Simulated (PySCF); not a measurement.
# Magnetisability: `CS[Si@H](O)C#CC(C)=O`, C5H8O2SSi

Molfile (atoms numbered from 1):
```
C5H8O2SSi
     RDKit          3D

 17 16  0  0  0  0  0  0  0  0999 V2000
   -2.0596   -1.2541    1.7586 C   0  0  0  0  0  0  0  0  0  0  0  0
   -2.7544   -1.1360    0.0842 S   0  0  0  0  0  0  0  0  0  0  0  0
   -1.9660    0.7715   -0.5273 Si  0  0  2  0  0  4  0  0  0  0  0  0
   -2.3839    1.0350   -2.0650 O   0  0  0  0  0  0  0  0  0  0  0  0
   -0.1296    0.6201   -0.2980 C   0  0  0  0  0  0  0  0  0  0  0  0
    1.0412    0.4133   -0.0747 C   0  0  0  0  0  0  0  0  0  0  0  0
    2.4348    0.1888    0.2133 C   0  0  0  0  0  0  0  0  0  0  0  0
    3.3108    0.2523   -1.0110 C   0  0  0  0  0  0  0  0  0  0  0  0
    2.8370   -0.0290    1.3306 O   0  0  0  0  0  0  0  0  0  0  0  0
   -2.4909   -0.4800    2.3856 H   0  0  0  0  0  0  0  0  0  0  0  0
   -2.3265   -2.2330    2.1431 H   0  0  0  0  0  0  0  0  0  0  0  0
   -0.9801   -1.1499    1.7130 H   0  0  0  0  0  0  0  0  0  0  0  0
   -2.5040    1.8793    0.2394 H   0  0  0  0  0  0  0  0  0  0  0  0
   -2.5792    0.3260   -2.6726 H   0  0  0  0  0  0  0  0  0  0  0  0
    2.9919   -0.5049   -1.7254 H   0  0  0  0  0  0  0  0  0  0  0  0
    4.3489    0.0865   -0.7346 H   0  0  0  0  0  0  0  0  0  0  0  0
    3.2026    1.2262   -1.4851 H   0  0  0  0  0  0  0  0  0  0  0  0
  1  2  1  0
  2  3  1  0
  3  4  1  0
  3  5  1  0
  5  6  3  0
  6  7  1  0
  7  8  1  0
  7  9  2  0
  1 10  1  0
  1 11  1  0
  1 12  1  0
  3 13  1  1
  4 14  1  0
  8 15  1  0
  8 16  1  0
  8 17  1  0
M  END
```

The calculation used GIAO BHandHLYP/pcSseg-1 magnetisability, rotational g tensor and spin-rotation constants, non-relativistic, gas phase (PySCF 2.14.0). Geometry: GFN2-xTB.

Task: How diamagnetic is it, and how anisotropic?

Result: Isotropic -1532 × 10⁻³⁰ J/T², or -92.2 × 10⁻⁶ cm³/mol; principal values -1572, -1536, -1487 × 10⁻³⁰ J/T², anisotropy 75 × 10⁻³⁰ J/T² (root of half the summed squared differences of the principal values). The susceptibility is in cgs units.

Task: Split it along the inertial axes a, b, c into diamagnetic and paramagnetic parts about the centre of mass, with the quadrupole moment.

Result: 
```csv
axis,χ (10⁻⁶ cm³/mol),diamagnetic (10⁻⁶ cm³/mol),paramagnetic (10⁻⁶ cm³/mol),summed x² of all electrons (Å²),quadrupole Θ (D Å)
a,-92.4,-806.6,714.2,481.7,-5.12
b,-90.0,-2210.6,2120.6,150.8,+1.67
c,-94.4,-2683.3,2589.0,39.4,+3.45
```
Anisotropies 2χaa − χbb − χcc = -0.4 and 2χbb − χaa − χcc = +6.8 × 10⁻⁶ cm³/mol. Θ is traceless in Buckingham's convention.

Task: And the rotational g tensor?

Result: 
| axis | rotational constant (GHz) | g | nuclear part | electronic part |
| --- | --- | --- | --- | --- |
| a | 1.7821 | -0.0225 | 0.5755 | -0.5980 |
| b | 0.5545 | -0.0087 | 0.5438 | -0.5525 |
| c | 0.4539 | -0.0064 | 0.5457 | -0.5521 |

Asymmetric top; isotopes 12C, 1H, 16O, 32S, 28Si; no vibrational averaging.
